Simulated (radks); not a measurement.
Results of a calculation; reference values are marked as such.
The iron anion Fe- inside a hard spherical wall (all orbitals vanish at R), configuration held at [Ar] 3d7 4s2 and not refilled when levels cross. Level of theory: non-relativistic Kohn-Sham, PBEsol, spin-polarised, spherical densities, point nucleus; open shells are filled with parallel spins first (a radial shooting solver on a logarithmic mesh with Libxc functionals). Eigenvalues in eV for spin up, with the zero of energy where the potential of the charges vanishes at infinity; a dash marks a level that is unbound or too diffuse for the functional's potential to be trusted. A positive occupied level is held by the wall or, in an anion where self-interaction has pushed it up, behind a barrier. The pressure on the wall is -dE/dV.

R (bohr)  E (hartree)  kinetic (hartree)    e(3s)    e(3p)   e(3d)   e(4s)  e(5s, empty)  e(4p, empty)  pressure (GPa)
20        -1262.29736           1261.180  -84.093  -51.986  -0.660   0.045             -             -         0.00485
8         -1262.26887           1261.256  -81.437  -49.342   1.849   1.761         9.265         5.027           0.596
5         -1262.05652           1261.952  -76.818  -44.746   6.197   6.214        28.636        11.393            19.8
4         -1261.67117           1263.121  -71.981  -39.980  10.721  12.091        51.154        19.001            95.9
3         -1260.26681           1267.208  -61.137  -29.382  21.350  29.730        109.94        40.282             706
2.5       -1258.09803           1273.545  -50.209  -18.613  33.000  53.592        179.08        67.353            2500
2         -1252.12646           1291.077  -29.323    2.692  57.105  111.22        324.97        128.89           11800
